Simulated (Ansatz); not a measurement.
Sn₂H₃. Total charge 0; doublet. Geometry PBE0-D4/def2-TZVP.

```csv
atom,x (Å),y (Å),z (Å)
Sn1,-0.746,-1.403,1.432
Sn2,0.576,0.431,-0.159
H3,-2.042,-1.300,0.226
H4,2.139,1.102,0.134
H5,0.074,1.170,-1.632
```

In the def2 sets Sn takes a core potential; there is no spin–orbit coupling. The structure comes from a short search, and lower isomers may exist.

Estimate the α-spin orbital energies around the gap (eV) in Ansatz with LDA (SPW92)/def2-TZVP, PBE-D4/def2-SVP, PBE-D4/def2-TZVP, PBE-D4/def2-TZVPD, r2SCAN0-D4/def2-TZVP.


```
orbital  LDA (SPW92)/def2-TZVP  PBE-D4/def2-SVP  PBE-D4/def2-TZVP  PBE-D4/def2-TZVPD  r2SCAN0-D4/def2-TZVP
HOMO−13                 -25.60           -25.63            -25.60             -25.61                -28.94
HOMO−12                 -25.55           -25.57            -25.53             -25.54                -28.88
HOMO−11                 -25.54           -25.56            -25.51             -25.52                -28.87
HOMO−10                 -25.33           -25.34            -25.34             -25.34                -28.70
 HOMO−9                 -25.33           -25.34            -25.32             -25.33                -28.69
 HOMO−8                 -25.23           -25.23            -25.23             -25.24                -28.59
 HOMO−7                 -25.12           -25.12            -25.10             -25.11                -28.45
 HOMO−6                 -25.10           -25.10            -25.09             -25.10                -28.43
 HOMO−5                 -13.10           -12.86            -12.87             -12.88                -14.86
 HOMO−4                 -11.32           -11.07            -11.09             -11.10                -12.78
 HOMO−3                  -7.99            -7.86             -7.90              -7.90                 -9.33
 HOMO−2                  -6.81            -6.67             -6.71              -6.71                 -7.95
 HOMO−1                  -6.04            -5.84             -5.90              -5.91                 -6.94
   HOMO                  -5.09            -4.94             -4.98              -4.99                 -5.96
   LUMO                  -3.26            -3.06             -3.10              -3.11                 -2.61
 LUMO+1                  -1.94            -1.64             -1.77              -1.81                 -0.94
 LUMO+2                  -0.49            -0.13             -0.35              -0.67                  0.55
 LUMO+3                   0.23             0.71              0.41              -0.22                  1.37
 LUMO+4                   0.68             1.09              0.82               0.14                  1.85
 LUMO+5                   1.70             2.88              1.78               0.55                  2.81
 β HOMO                  -5.92            -5.71             -5.77              -5.78                 -6.80
 β LUMO                  -4.53            -4.16             -4.20              -4.21                 -3.27
```
